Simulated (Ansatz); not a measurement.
One change: `[NH2][SnH2][NH2]` becomes `[NH2][SnH2][Br]`.

Ansatz, PBE0-D4/def2-TZVP geometries, multiplicity 1. Each molecule was computed in one conformer, which needn't be the lowest.

Elements past krypton have def2 core potentials. Scalar relativity is left out up to krypton.

```json
{"property": "HOMO energy (PBE/def2-TZVPP) / eV", "`[NH2][SnH2][NH2]`": "-5.68"}
{"property": "HOMO energy (B3LYP/def2-TZVPP) / eV", "`[NH2][SnH2][NH2]`": "-6.84"}
{"property": "size of the dipole moment (B3LYP/def2-TZVPP) / D", "`[NH2][SnH2][NH2]`": "0.93"}
{"property": "ideal-gas entropy at 298 K and 1 bar (rigid rotor, harmonic PBE0-D4/def2-TZVP) / J/(mol·K)", "`[NH2][SnH2][NH2]`": "320"}
{"property": "LUMO energy (PBE/def2-TZVPP) / eV", "`[NH2][SnH2][NH2]`": "-0.71"}
{"property": "LUMO energy (PBE0/def2-TZVPP) / eV", "`[NH2][SnH2][NH2]`": "0.01"}
```

**Question.** Give the same properties after the change, and the shifts. (Estimate.)

**Answer.** Ansatz gave: 
```json
{"property": "HOMO energy (PBE/def2-TZVPP) / eV", "`[NH2][SnH2][Br]`": "-6.20", "shift": "-0.52"}
{"property": "HOMO energy (B3LYP/def2-TZVPP) / eV", "`[NH2][SnH2][Br]`": "-7.36", "shift": "-0.52"}
{"property": "size of the dipole moment (B3LYP/def2-TZVPP) / D", "`[NH2][SnH2][Br]`": "3.42", "shift": "2.49"}
{"property": "ideal-gas entropy at 298 K and 1 bar (rigid rotor, harmonic PBE0-D4/def2-TZVP) / J/(mol·K)", "`[NH2][SnH2][Br]`": "342", "shift": "22"}
{"property": "LUMO energy (PBE/def2-TZVPP) / eV", "`[NH2][SnH2][Br]`": "-1.62", "shift": "-0.91"}
{"property": "LUMO energy (PBE0/def2-TZVPP) / eV", "`[NH2][SnH2][Br]`": "-0.72", "shift": "-0.73"}
```

With PBE0 the HOMO falls by 0.53 eV and the LUMO falls by 0.73 eV, so the gap narrows by about 0.20 eV. PBE moves the HOMO by -0.52 eV and ωB97M-V by -0.50 eV. The zero-point energy changes by -65.0 kJ/mol with -6 modes. Dipoles are sizes alone; their direction can turn.

B3LYP here is the variant with VWN-RPA as its local correlation; programs differ in this.

Spin–orbit coupling is left out; it splits and shifts lone-pair levels of the heavy atoms by tenths of an eV.
